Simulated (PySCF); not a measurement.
First hyperpolarisability: `Br/C1=C\CCCCCC1`, C₈H₁₃Br

Geometry (Å), atoms numbered from 1 in this order:
```xyz
22

Br    0.5753    1.3592   -1.7977
C     0.5556    0.8033    0.0271
C     1.5246    0.0352    0.5356
C     2.3970   -0.8830   -0.2367
C     1.6221   -2.2222   -0.2856
C     0.1381   -2.1226   -0.6832
C    -0.8888   -1.6906    0.4000
C    -1.5945   -0.3330    0.2431
C    -0.7773    0.9007    0.6851
H     1.4015   -0.2043    1.5999
H     3.3841   -1.0386    0.2261
H     2.5573   -0.5008   -1.2561
H     1.6930   -2.7135    0.7015
H     2.1380   -2.8948   -0.9915
H    -0.1557   -3.1240   -1.0368
H     0.0438   -1.4692   -1.5666
H    -0.4216   -1.7446    1.3994
H    -1.6864   -2.4508    0.4243
H    -1.8896   -0.2002   -0.8119
H    -2.5338   -0.3475    0.8209
H    -0.6286    0.8693    1.7779
H    -1.3161    1.8293    0.4441
```

The calculation used PySCF, quadratic response CAM-B3LYP/def2-SVPD first hyperpolarisability, Taylor convention, gas phase. Geometry: PBE0-D3(BJ)/def2-SVP.

The calculation is non-relativistic, which matters for the atoms heavier than Zn.

Question: Give β for the processes computed.

Answer: In au, Taylor convention; the vector part is βᵢ = ⅓ Σⱼ (βᵢⱼⱼ + βⱼᵢⱼ + βⱼⱼᵢ); β∥ is 3/5 of the vector part along the dipole, the dipole points from − to +:
```csv
process,λ (nm),β vector norm,β∥,β HRS,depolarisation ratio
"static β(0;0,0)",∞,107.8,62.5,43.9,5.30
"second harmonic β(−2ω;ω,ω)",1907,111.1,64.3,45.3,5.26
"Pockels β(−ω;ω,0)",1907,108.8,63.1,–,–
"second harmonic β(−2ω;ω,ω)",1064,118.8,68.5,48.8,5.14
"Pockels β(−ω;ω,0)",1064,111.3,64.4,–,–
```

Question: Which lowest excitations, dipole and polarisabilities go with it?

Answer: S1 5.40 eV (f = 0.008); S2 5.96 eV (f = 0.184); S3 6.61 eV (f = 0.003); dipole 2.02 D; isotropic α 112.3 au static, 112.6 au at 1907 nm, 113.3 au at 1064 nm, 113.5 au at 953.5 nm, 116.4 au at 532 nm.
